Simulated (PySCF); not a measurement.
**Atomic charges by several schemes**

Compound: C4H8F2O2.
Structure used (GFN2-xTB), in Å, numbered top down from 1:
```xyz
16
C4H8F2O2 angstrom
C     -2.6461   -0.6544    0.5393
O     -1.2965   -0.3267    0.8389
C     -0.7657    0.6435    0.0439
F     -1.3130    1.8742    0.3625
C      0.7459    0.7033    0.2939
F      1.2706    1.7538   -0.4383
O      1.2979   -0.4731   -0.1151
C      2.6617   -0.6344    0.2496
H     -2.7365   -1.0080   -0.4925
H     -2.9197   -1.4477    1.2299
H     -3.2997    0.2088    0.6883
H     -0.9679    0.4959   -1.0305
H      0.9476    0.9448    1.3513
H      2.9629   -1.5999   -0.1480
H      3.2774    0.1558   -0.1878
H      2.7735   -0.6268    1.3382
```

Density: PBE0/pcSseg-1 (PySCF); schemes: Mulliken, IAO, Hirshfeld and ESP-fitted. Geometry: GFN2-xTB, one conformer, isolated molecule.

**Question.** Which atoms carry the highest charge in the Mulliken, IAO, Hirshfeld and ESP-fitted schemes?

**Answer.** All schemes pick atoms of one kind: Mulliken C3 and C5 (+0.423); IAO C3 and C5 (+0.342); Hirshfeld C3 and C5 (+0.110); ESP-fitted C5 (+0.227).

**Question.** At which atom do the 4 schemes differ most?

**Answer.** At O2: from -0.498 (Mulliken) to -0.134 e (Hirshfeld), 0.364 e apart.

**Question.** Give the atomic charges in each scheme.

**Answer.** In e:

| atom | environment | Mulliken | IAO | Hirshfeld | ESP-fitted |
| --- | --- | --- | --- | --- | --- |
| C1 | methoxy carbon | -0.034 | -0.211 | -0.034 | -0.233 |
| O2 | ether oxygen | -0.498 | -0.367 | -0.134 | -0.273 |
| C3 | sp3 C–F carbon | +0.423 | +0.342 | +0.110 | +0.215 |
| F4 | alkyl fluorine | -0.334 | -0.334 | -0.126 | -0.228 |
| C5 | sp3 C–F carbon | +0.423 | +0.342 | +0.110 | +0.227 |
| F6 | alkyl fluorine | -0.334 | -0.334 | -0.125 | -0.230 |
| O7 | ether oxygen | -0.498 | -0.368 | -0.135 | -0.283 |
| C8 | methoxy carbon | -0.035 | -0.211 | -0.035 | -0.218 |
| H9 | methyl hydrogen | +0.102 | +0.133 | +0.045 | +0.110 |
| H10 | methyl hydrogen | +0.129 | +0.166 | +0.057 | +0.150 |
| H11 | methyl hydrogen | +0.117 | +0.144 | +0.043 | +0.139 |
| H12 | methine hydrogen | +0.096 | +0.127 | +0.039 | +0.119 |
| H13 | methine hydrogen | +0.096 | +0.127 | +0.039 | +0.116 |
| H14 | methyl hydrogen | +0.129 | +0.166 | +0.057 | +0.147 |
| H15 | methyl hydrogen | +0.117 | +0.145 | +0.043 | +0.135 |
| H16 | methyl hydrogen | +0.102 | +0.133 | +0.045 | +0.107 |

Mean size of the charges over all atoms: IAO 0.228 e, Mulliken 0.217 e, ESP-fitted 0.183 e, Hirshfeld 0.074 e. Each set sums to the total charge, 0, to within 0.001 e. The Hirshfeld scheme weights the molecular density at each point by an atom's share of the summed free-atom densities.

**Question.** Sum the charges by element.

**Answer.** 
| element | atoms | Mulliken | IAO | Hirshfeld | ESP-fitted |
| --- | --- | --- | --- | --- | --- |
| C | 4 | +0.777 | +0.262 | +0.151 | -0.009 |
| O | 2 | -0.996 | -0.735 | -0.269 | -0.556 |
| F | 2 | -0.669 | -0.668 | -0.250 | -0.458 |
| H | 8 | +0.888 | +1.141 | +0.368 | +1.022 |

**Question.** How closely do the schemes follow one another over all atoms?

**Answer.** Correlation coefficient and root-mean-square difference: IAO with ESP-fitted 0.99, 0.066 e; IAO with Hirshfeld 0.98, 0.166 e; Mulliken with Hirshfeld 0.98, 0.191 e; Hirshfeld with ESP-fitted 0.95, 0.116 e; Mulliken with IAO 0.95, 0.086 e; Mulliken with ESP-fitted 0.89, 0.131 e.

**Question.** How many electrons does the ESP-fitted scheme count on O7?

**Answer.** Z − q = 8 − (-0.283) = 8.283.

The run behind these numbers computed NMR shieldings as well. On one thread of an Arm Neoverse V1 (shared host), this took 26 s and 0.74 GiB of memory at its peak.
